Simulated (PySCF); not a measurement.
**Electron correlation in Ti⁺ (titanium, charge +1)**

[Ar] 3d2 4s1, high-spin 4F determinant. All numbers are calculated (PySCF 2.14, scalar relativity by spin-free X2C-1e, in x2c-TZVPPall). Frozen: [Ne]; 11 electrons correlated.

MP2 pair energies summed by pair of shells (mhartree):

```csv
pair,energy,share (%)
3p-3p,-115.41,45.9
3p-3d,-64.65,25.7
3s-3p,-29.48,11.7
3p-4s,-14.71,5.9
3s-3d,-9.60,3.8
3d-4s,-6.08,2.4
3s-3s,-5.91,2.4
3d-3d,-4.61,1.8
3s-4s,-0.91,0.4
```

Total MP2 correlation energy: -251.37 mhartree.

Same-spin part -76.33 and opposite-spin part -175.04 mhartree; SCS-MP2 scales them by 1/3 and 6/5 to -235.49 mhartree.

This basis was not built for core-valence correlation, so the inner-shell part is incomplete.
